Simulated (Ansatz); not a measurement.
Input for Ansatz (an electronic-structure program): U-SVWN5/def2-TZVPP on C2H5 (SMILES [CH2]C).

Ansatz 0.2 input:
```yaml
crystal:
  periodic: [false, false, false]
  atoms:
    - {symbol: C, position_ang: [-0.61342260, 0.09383102, 0.00630183]}
    - {symbol: C, position_ang: [0.85588202, -0.12054394, -0.07412734]}
    - {symbol: H, position_ang: [-1.17263882, -0.63794966, -0.60062965]}
    - {symbol: H, position_ang: [-0.90307960, 1.10568089, -0.32362197]}
    - {symbol: H, position_ang: [-0.99396763, -0.01241695, 1.04539459]}
    - {symbol: H, position_ang: [1.27256510, -1.12665981, -0.17164819]}
    - {symbol: H, position_ang: [1.55466154, 0.69805845, 0.11823073]}
basis:
  gaussian:
    orbitals: def2-TZVPP
hamiltonian:
  xc: {name: SVWN5}
magnetization: {spin_polarized: true, initial_magnetization: 1}
```

### Question
Give the final energy of this run.

### Answer
-78.4063 hartree.
